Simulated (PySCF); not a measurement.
Species: C₆H₁₅OP.
Atom-mapped SMILES: `[CH3:1][CH2:2][CH2:3][PH:4][CH2:5][CH2:6][O:7][CH3:8]` (hydrogens: H9, H10, H11 on C1; H12, H13 on C2; H14, H15 on C3; H16 on P4; H17, H18 on C5; H19, H20 on C6; H21, H22, H23 on C8)

Structure used (PBE0-D3(BJ)/def2-SVP), in Å, numbered top down from 1:
```xyz
23
C6H15OP angstrom
C      2.8991   -0.0959    1.2790
C      2.6793    0.1981   -0.1978
C      1.2418   -0.0171   -0.6680
P      0.0207    1.1337    0.1437
C     -1.4768    0.8396   -0.9384
C     -1.9223   -0.6199   -0.9018
O     -1.8246   -1.2185    0.3597
C     -2.7202   -0.7249    1.3107
H      2.6408   -1.1405    1.5161
H      3.9488    0.0655    1.5672
H      2.2713    0.5465    1.9161
H      2.9872    1.2350   -0.4218
H      3.3424   -0.4451   -0.8017
H      0.9135   -1.0373   -0.4049
H      1.1790    0.0748   -1.7652
H      0.4478    2.3281   -0.5210
H     -2.2711    1.5088   -0.5679
H     -1.2817    1.1263   -1.9842
H     -1.2769   -1.2183   -1.5628
H     -2.9572   -0.7062   -1.2940
H     -2.6267   -1.3502    2.2095
H     -3.7672   -0.7794    0.9519
H     -2.4986    0.3202    1.5970
```

Computed, not measured: PySCF, TDDFT CAM-B3LYP/def2-SVPD, vertical, gas phase, core orbitals frozen in the response.

Transition dipole moments from the ground state, in atomic units and in the frame of the coordinates above (overall signs are arbitrary), for the states with f of 0.002 or more among the lowest 7:

```json
{"state": "S1", "E (eV)": "6.271", "μx": "0.015", "μy": "-0.405", "μz": "0.014"}
{"state": "S2", "E (eV)": "6.300", "μx": "-0.719", "μy": "0.041", "μz": "0.048"}
{"state": "S3", "E (eV)": "6.965", "μx": "0.136", "μy": "0.332", "μz": "0.642"}
{"state": "S4", "E (eV)": "7.222", "μx": "0.140", "μy": "0.166", "μz": "-0.083"}
{"state": "S5", "E (eV)": "7.305", "μx": "0.244", "μy": "-0.071", "μz": "0.367"}
{"state": "S6", "E (eV)": "7.505", "μx": "0.001", "μy": "-0.194", "μz": "0.284"}
{"state": "S7", "E (eV)": "7.598", "μx": "-0.298", "μy": "-0.091", "μz": "0.080"}
```

**Question.** What oscillator strength does each state have?

**Answer.** f = (2/3) ΔE |μ|² with ΔE in hartree (27.2114 eV).

```csv
state,|μ|² (au),|μ| (D),f
S1,0.164,1.03,0.025
S2,0.521,1.83,0.080
S3,0.541,1.87,0.092
S4,0.054,0.59,0.010
S5,0.199,1.13,0.036
S6,0.119,0.87,0.022
S7,0.104,0.82,0.019
```

**Question.** What angle do the transition dipoles of S3 and S7 make?

**Answer.** |cos θ| = |μa·μb| / (|μa| |μb|) = 0.08, so θ ≈ 85° (taken between 0 and 90°, since the signs are arbitrary).

**Question.** What peak molar absorption coefficient would the strongest computed level give as a lone Gaussian band 0.4 eV wide at half height?

**Answer.** ε(max) = 2.175×10⁸ f / FWHM, with the width in cm⁻¹. S3: 2.175×10⁸ × 0.0923 / 3226 ≈ 6200 L mol⁻¹ cm⁻¹.

The vertical ionisation energy (ΔSCF) is 8.58 eV, 0.99 eV above S7.

The run took 5.0 min (grids of density and orbitals included) on Arm Neoverse V2, one thread, no GPU, on a shared host, and the process peaked at 1.5 GiB of memory.

One conformer stands for the species.

Without π bonds the low states may be Rydberg-like; a valence basis with one diffuse set may place them up to an eV too high.
